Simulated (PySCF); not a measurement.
## Assigning NMR signals

Bonds (- single, = double, # triple, : aromatic): C1#C2, C2-C3, C3-Si4, C3=C5, C5-Si6, Si6-P7. C1 carries H8; Si4 carries H9, H10, H11; C5 carries H12; Si6 carries H13, H14; P7 carries H15, H16. Stereochemistry as in C#C/C([SiH3])=C/[SiH2]P.

[PySCF: coordinates at the GFN2-xTB level; PBE0/pcSseg-1 with gauge-including orbitals; single conformer; no relativistic terms; equivalent nuclei averaged; gas phase]

Scale: ¹³C (σ = 186.93 ppm), ¹H (σ = 31.72 ppm) vs TMS (reference shieldings calculated alike).

Task: Assign these signals to the numbered atoms. ¹³C{¹H} NMR (computed): δ 160.4, 147.9, 95.2, 90.6.

Result: 
160.4 → C5, alkene CH: as expected for a trigonal carbon in a double bond
147.9 → C3, fully substituted alkene carbon: the olefinic region
95.2 → C1, terminal alkyne carbon: the triple bond shields along its axis, which puts it between sp3 and sp2 carbons
90.6 → C2, alkyne carbon: the triple bond shields along its axis, which puts it between sp3 and sp2 carbons

Task: Assign these signals to the numbered atoms. ¹H NMR (300 MHz, computed): δ 7.65 (m, 1H), 4.78 (m, 2H), 4.40 (s, 3H), 3.35 (s, 1H), 1.13 (m, 2H).

Result: 
7.65 → H12, hydrogen on an alkene CH: olefinic region
4.78 → H13/H14, hydrogen on a silicon bonded to C, P
4.40 → H9/H10/H11, hydrogen on a silicon bonded to C
3.35 → H8, hydrogen on a terminal alkyne carbon: it lies on the axis of the triple bond, in its shielding cone
1.13 → H15/H16, hydrogen on a phosphorus bonded to Si

Splittings by ³¹P in the carbon and heteronuclear signals aren't shown, as no couplings were computed. Shifts are as computed. Against solution values, carbons near 30 ppm lie about +3 ppm off and those near 130 ppm about +5 ppm. Of 1211 compounds with measured shifts, 218 miss one by over three times the rms of a fit or turn the order of signals round; such compounds aren't used in these exercises. No couplings were computed; multiplicities are counted from neighbouring protons, with m where these are inequivalent, close in shift, in a saturated or five-membered ring or joined by F or P, and br s for small geminal =CH2 splittings.
